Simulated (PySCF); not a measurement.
B(Me)(OMe)(NH2) (C₂H₈BNO), SMILES COB(C)N. Atoms are numbered in the order given.

```xyz
13

B      0.0477     0.4821     0.0000
C     -0.6778     1.8908     0.0000
H     -1.3389     1.9837    -0.8872
H     -1.3389     1.9837     0.8872
H      0.0168     2.7545     0.0000
O     -0.7688    -0.6382     0.0000
C     -0.2282    -1.9381     0.0000
H      0.3988    -2.1356    -0.9017
H     -1.0602    -2.6713     0.0000
H      0.3988    -2.1356     0.9017
N      1.4618     0.3631     0.0000
H      1.9687    -0.5209     0.0000
H      2.0704     1.1792     0.0000
```

The structure is a stationary point at PBE-D3(BJ)/def2-SVP. Other conformers were not sampled.

Level of theory: TDDFT-PBE/def2-SVPD run with PySCF 2.14.0.

Vertical excitations. The molecule is in vacuum. State labels are in the subgroup Cs.

Computed lowest excited states:
```csv
state,symmetry,energy (eV),λ (nm),f,main pairs
S1,A",5.92,209,0.025,HOMO→LUMO 100 %
S2,A",6.76,183,0.003,HOMO→LUMO+1 100 %
S3,A',6.79,183,0.003,HOMO−1→LUMO 100 %
S4,A",6.94,179,0.001,HOMO−2→LUMO 99 %
S5,A",7.29,170,0.004,HOMO→LUMO+3 99 %
S6,A',7.61,163,0.008,HOMO−3→LUMO 94 %
S7,A',7.65,162,0.059,"HOMO−1→LUMO+1 54 %, HOMO→LUMO+2 41 %"
S8,A',7.72,161,0.096,"HOMO→LUMO+2 46 %, HOMO−1→LUMO+1 41 %"
S9,A",7.81,159,0.006,HOMO−2→LUMO+1 97 %
S10,A",7.87,158,0.000,HOMO→LUMO+4 97 %
T1,A",5.76,215,0,HOMO→LUMO 100 %
T2,A',6.51,191,0,HOMO→LUMO+2 97 %
T3,A",6.68,186,0,HOMO→LUMO+1 97 %
T4,A',6.71,185,0,HOMO−1→LUMO 100 %
```
Triplets are in the Tamm–Dancoff approximation, which puts them higher than full response would, so one can lie above its singlet here.
